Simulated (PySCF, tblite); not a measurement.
Isomers of C4H9ClO3Si. Level: GFN2-xTB in tblite, geometry and Hessian alike; calculated harmonic values, unscaled, isolated species. This tight-binding method is rough: wavenumbers can miss measured ones by several per cent, in bad cases by 10 to 20. Modes of hydrogen on silicon can be 10 to 20 % off. One conformer each.

Electronic energies: PBE0/pcSseg-1 single points on the GFN2-xTB geometries (PySCF, gas phase).

| SMILES | electronic energy, lowest = 0 (kcal/mol) |
| --- | --- |
| CO[C@@]1(C)CO[Si@@H](Cl)O1 | 0.0 |
| C[C@@H](OC=O)[Si@@H](O)CCl | 36.2 |
| COCC(=O)O[SiH2]CCl | 52.8 |

Task: How do GFN2-xTB zero-point energies change the relative energies?

Result: 
```
                    SMILES  ZPE (kcal/mol)  of it from modes above 1550 cm⁻¹  electronic (kcal/mol)  with ZPE, lowest = 0 (kcal/mol)  lowest mode (cm⁻¹)  rings
CO[C@@]1(C)CO[Si@@H](Cl)O1            83.1                              37.7                    0.0                              0.0                  30      1
C[C@@H](OC=O)[Si@@H](O)CCl            81.1                              41.0                   36.2                             34.2                  38      0
        COCC(=O)O[SiH2]CCl            79.1                              38.9                   52.8                             48.8                  17      0
```

The zero-point energies span 4.0 kcal/mol, from `COCC(=O)O[SiH2]CCl` to `CO[C@@]1(C)CO[Si@@H](Cl)O1`. The order is unchanged.

Task: And how do the electronic energies of GFN2-xTB itself compare?

Result: `CO[C@@]1(C)CO[Si@@H](Cl)O1` 0.0; `C[C@@H](OC=O)[Si@@H](O)CCl` 66.9; `COCC(=O)O[SiH2]CCl` 70.2 kcal/mol, lowest = 0. Against the energies above, taken from the same isomer `CO[C@@]1(C)CO[Si@@H](Cl)O1`, the largest difference is 30.7 kcal/mol.
